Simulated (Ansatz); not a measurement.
`C=C1CB1C`, relaxed with RKS PBE-D4/def2-SVP in the Gaussian-basis code of Ansatz from a rough embedded geometry. The force threshold is 0.03 eV/Å; the program also tests the step.

The species carries charge 0 and has multiplicity 1.

Start:

```xyz
12

C    -2.085    0.700    0.438
C    -0.919    0.213    0.504
C     0.178   -0.319    1.278
B     0.580   -0.228   -0.180
C     1.524   -0.364   -1.413
H    -2.748    0.870    1.299
H    -2.527    0.996   -0.556
H     0.048   -1.286    1.695
H     0.703    0.506    1.932
H     2.140    0.572   -1.407
H     2.155   -1.241   -1.261
H     0.951   -0.419   -2.328
```

```csv
step,energy (eV),largest force (eV/Å),largest move (Å)
1,-4925.0798,4.614,0.000
2,-4925.8195,2.052,0.114
3,-4925.8512,2.132,0.188
4,-4925.9461,1.289,0.200
5,-4926.0153,0.287,0.091
6,-4926.0190,0.222,0.044
7,-4926.0191,0.179,0.025
8 (rejected),-4926.0157,0.299,0.088
9,-4926.0240,0.063,0.044
10,-4926.0244,0.074,0.014
11,-4926.0248,0.024,0.009
```

End:

```xyz
12

C    -2.103    0.700    0.384
C    -0.837    0.249    0.373
C     0.222   -0.274    1.319
B     0.479   -0.189   -0.223
C     1.474   -0.365   -1.400
H    -2.688    0.793    1.318
H    -2.616    0.995   -0.549
H     0.049   -1.247    1.825
H     0.724    0.447    1.999
H     2.168    0.507   -1.353
H     2.119   -1.260   -1.286
H     1.010   -0.357   -2.406
```

Hardware: 4 threads of a server CPU on a shared host. Wall time 13 s, peak host memory 0.14 GiB.
